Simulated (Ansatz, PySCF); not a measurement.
Reaction (SMILES): N[Si](N)(N)Br -> N[Si](N)N + Br atom (the Br-Si bond at the site shown breaks; other sites are not compared here)
Geometries: B3LYP-D3(BJ)/def2-TZVP minima from Ansatz (a first-principles code), one conformer each, not searched for the lowest. Frequencies are from Ansatz or PySCF.

Property: bond dissociation energy (0 K, with B3LYP-D3(BJ) harmonic zero-point energies), in kcal/mol. Valence correlation only, unless marked. Open shells are spin-unrestricted. Spin-orbit coupling is left out. Frozen are the shells of the preceding noble gas and the d and f shells that filled before the atom's block. Non-relativistic. CBS marks a two-point X^-3 extrapolation of the correlation energy; Hartree-Fock from the larger set. [CCSD(T)-MP2]/basis is that difference in the basis named.

```tsv
level	program	bond dissociation energy (kcal/mol)
SVWN5/def2-TZVPD	Ansatz	114.7
r2SCAN-D3(BJ)/def2-TZVPD	Ansatz + dftd3	102.5
B3LYP-D3(BJ)/def2-TZVPD	Ansatz + dftd3	99.7
r2SCAN0/def2-TZVPD	Ansatz	101.8
CAM-B3LYP/def2-TZVPD	Ansatz	98.9
B2GP-PLYP/def2-TZVPD	Ansatz	101.5
B2PLYP/def2-TZVPD	Ansatz	100.0
RI-MP2/CBS(def2-TZVPPD,def2-QZVPPD)	Ansatz	109.9
SCS-MP2/def2-TZVPP	Ansatz	104.2
RI-MP2/CBS(def2-TZVPPD,def2-QZVPPD)+[CCSD(T)-MP2]/def2-TZVPPD	Ansatz	105.5
```
